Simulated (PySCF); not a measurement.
# Ionisation energy of Ir(74+) by level of theory

Ir(74+) [He] 2s1 [2s1/2^1, M_J = 1/2] → Ir(75+) 1s2, as a difference of total energies. Computed with PySCF 2.14 in an uncontracted even-tempered set (16 s from 64 bohr⁻², ratio 2.4; 13 p from 83 bohr⁻², ratio 2.4; 5 d from 260 bohr⁻², ratio 2.6; 4 f from 380 bohr⁻², ratio 2.6), with the two-component X2C-1e Hamiltonian. Correlated levels: nothing frozen; the 28 highest virtual spinors dropped. "Screened" scales the spin-orbit matrix elements by Boettger's factors to mimic the two-electron term; Breit and QED terms are absent.

```json
{"method": "GHF (screened spin-orbit)", "ionisation energy (eV)": "21586.9", "difference from reference (eV)": "+30.3"}
{"method": "GMP2 (screened spin-orbit)", "ionisation energy (eV)": "21587.1", "difference from reference (eV)": "+30.5"}
```

Reference: 21556.6 ± 0.24 eV (theoretical estimate listed by NIST; NIST Atomic Spectra Database, ionization energies).

For this ion Breit and QED terms and the two-electron picture change, all absent here, outweigh the correlation shift from GHF to GMP2.
